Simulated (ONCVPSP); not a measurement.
**phosphorus (P): excitation energies, all-electron against ONCV**

```
Element                 : phosphorus (P)
Generator               : ONCVPSP 4.0.1
Type                    : optimised norm-conserving Vanderbilt (ONCV)
Functional              : LDA (Perdew-Wang 92)
Relativity              : non-relativistic
Frozen core             : [He]
Valence charge          : 13
Reference configuration : 2s2 2p6 3s2 3p3
Partial waves           : 2s+3s: rc 0.80 bohr, ncon 4, nbas 7, qcut 17.6 1/bohr, 2 projectors; 2p+3p: rc 0.85 bohr, ncon 4, nbas 7, qcut 16.4 1/bohr, 2 projectors; d scattering state at 0.26 Ha: rc 0.75 bohr, ncon 3, nbas 8, qcut 11.4 1/bohr, local
Local potential         : the d channel
Core correction         : Teter function, fcfact 2.5, rcfact 1.3
```

Energies are relative to the spin-unpolarised reference configuration 2s2 2p6 3s2 3p3; without spin polarisation the order of configurations can differ from experiment.

| valence configuration | charge | ΔE all-electron (eV) | error AE − PS (meV) |
| --- | --- | --- | --- |
| 2s2 2p6 3s2 3p2 | +1 | 9.827 | +0.3 |
| 2s2 2p6 3s2 3p1 | +2 | 29.083 | +2.3 |
| 2s2 2p5 3s2 3p3 | +1 | 140.364 | +525 |

Q: What are ΔE and the potential's error for 2s2 2p6 3s2 3p0?

A: ΔE = 58.983 eV all-electron; the error (AE − PS) is +9.0 meV.

Levels in the configuration 2s2 2p6 3s2 3p1:

```json
{"level": "2s", "all-electron (eV)": "-195.746", "pseudo (eV)": "-195.740"}
{"level": "2p", "all-electron (eV)": "-148.121", "pseudo (eV)": "-148.056"}
{"level": "3s", "all-electron (eV)": "-33.917", "pseudo (eV)": "-33.917"}
{"level": "3p", "all-electron (eV)": "-24.401", "pseudo (eV)": "-24.397"}
```
